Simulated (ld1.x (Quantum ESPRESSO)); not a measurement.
**Varying the PAW potential for technetium (Tc)**

Base potential:

ld1.x (Quantum ESPRESSO) 7.5 input, shortened:

```
&input
   title='Tc', zed=43., rel=2, dft='PBE', iswitch=3,
   config='[Kr] 4d5 5s1 5p0', rel_dist='average'
 /
 &inputp
   pseudotype=3, lpaw=.true., tm=.true., lloc=-2, rcloc=1.75,
   nlcc=.true., new_core_ps=.true., rcore=1.35,
   which_augfun='BG', rmatch_augfun=1.50
 /
6
5S  1  0   1.00   0.00  2.00  2.70  0.0
5S  1  0   0.00  -0.55  2.00  2.70  0.0
5P  2  1   0.00   0.00  2.80  3.15  0.0
5P  2  1   0.00   0.30  2.80  3.15  0.0
4D  3  2   5.00   0.00  1.55  2.00  0.0
4D  3  2   0.00  -0.70  1.55  2.00  0.0
 &test
   configts(1)='4d5 5s1 5p0'
 /
```

Open shells are filled in proportion to 2j + 1 (rel_dist='average').

All-electron outer shells of the reference configuration (PBE, scalar-relativistic, ld1.x):

```tsv
shell	level (eV)	outermost node (bohr)	outermost maximum (bohr)
4p	-52.92	0.51	1.03
4d	-14.10	0.50	1.27
5s	-11.39	1.27	2.62
5p	-6.87	1.44	3.24
```

Cutoffs, loose and tight: the cutoffs (Ry, on a coarse ladder) from which the occupation-weighted sum of valence levels, in a spherical-Bessel basis at the reference potential, stays within 10 and 1 mRy of its value at 400 Ry. They do not see the model core or the augmentation charge, which bear on the density cutoff. Test errors are all-electron minus pseudo excitation energies from the reference, over the configurations 4d5 5s2 5p0; 4d5 5s0 5p0; 4d4 5s0 5p0; 4d6 5s0 5p0; 4d3 5s0 5p0; 4d5 5s0 5p2; 4d5.5 5s1.5 5p0. A dash means not determined; rows that change the core or the reference have their own tests.

Cutoffs are not given where the Bessel-basis levels miss the radial ones by over 6 mRy, ghosts where they miss by over 20 mRy; a channel whose overlap is not positive is not tested.

| change | outcome | cutoff, loose | cutoff, tight | bound ghosts | largest test error (meV) |
| --- | --- | --- | --- | --- | --- |
| base | generated | – | – | not determined | -936 |
| waves 5s (bound): rcut 2.00, rcutus 2.58 bohr; 5s channel at -0.55 Ry: rcut 2.00, rcutus 2.58 bohr | generated | – | – | not determined | -933 |
| core correction Bessel-smoothed model core inside 2.40 bohr | generated | – | – | not determined | -942 |
| waves 5p (bound): rcut 2.80, rcutus 3.36 bohr; 5p channel at 0.3 Ry: rcut 2.80, rcutus 3.36 bohr | generated | – | – | not determined | -936 |
| waves 4d (bound): rcut 1.38, rcutus 1.46 bohr; 4d channel at -0.7 Ry: rcut 1.38, rcutus 1.46 bohr | failed: new_paw_hamiltonian: negative rho | – | – | – | – |
| local potential all-electron potential smoothed inside 2.20 bohr (lloc = -1) | generated | – | – | not determined | test run stopped at test 1 of 7 (negative rho) |
| reference 4d6 5s1 5p0 | generated | – | – | not determined | -1409 over the solved tests; 3 of 7 tests not solved or not reliable |
| local potential all-electron potential smoothed inside 2.70 bohr (lloc = -2) | generated | – | – | not determined | -932 |
| wave 4d channel at -0.7 Ry: rcut 1.55, rcutus 2.00 bohr becomes 4d channel at -0.02 Ry: rcut 1.55, rcutus 2.00 bohr | generated | – | – | not determined | -910 |
| all radii but the core radius scaled by about 0.86 (s 2.32, p 2.70, d 1.72 bohr, rcut 1.72/2.40/1.32); local potential all-electron potential smoothed inside 1.50 bohr (lloc = -2); augmentation BG, radius 1.28 bohr | failed: new_paw_hamiltonian: negative rho | – | – | – | – |

**Question.** What comes out with this change to the base: non-relativistic?

**Answer.** outcome: generated; cutoff, loose: 25 Ry; cutoff, tight: 40 Ry; bound ghosts: none; largest test error (meV): test run stopped at test 1 of 7 (negative rho).
